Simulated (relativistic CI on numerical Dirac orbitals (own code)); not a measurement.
## Radial parameters of Os⁷⁴⁺

Method of calculation: Dirac-Coulomb-Breit CI, separate exchange-only KLI orbitals for each configuration, QED by a radiative potential, unscaled Slater integrals (own radial code, finite nucleus).

Slater integrals F^k, G^k are unscaled and averaged over j, outside the closed core (none); ζ comes from projecting the Hamiltonian with its Breit term on Σ l·s of the shell.

- 1s 2s: G^0(1s,2s) = 505290 cm⁻¹; <r>(1s) = 0.01756, <r^2>(1s) = 0.0004243, <r>(2s) = 0.07019, <r^2>(2s) = 0.005863 (bohr units).
- 1s 2p: G^1(1s,2p) = 799890, ζ(2p) = 9.599e+06 cm⁻¹; <r>(1s) = 0.01756, <r^2>(1s) = 0.0004242, <r>(2p) = 0.06203, <r^2>(2p) = 0.004692 (bohr units).
- 1s 3s: G^0(1s,3s) = 130650 cm⁻¹; <r>(1s) = 0.01755, <r^2>(1s) = 0.0004236, <r>(3s) = 0.1632, <r^2>(3s) = 0.03054 (bohr units).

Averages of the first 10 configurations, taken without configuration mixing, which lowers the lowest level and can move excited configurations by several eV; other configurations of the list can lie among them:

```csv
Configuration,Parity,States,Average energy above the lowest level (eV)
1s2,even,1,0.6
1s 2s,even,4,62572.2
1s 2p,odd,12,63853.8
1s 3s,even,4,74685.0
1s 3p,odd,12,75064.1
1s 3d,even,20,75336.9
1s 4s,even,4,78837.2
1s 4p,odd,12,78995.6
1s 4d,even,20,79110.4
1s 4f,odd,28,79153.3
```
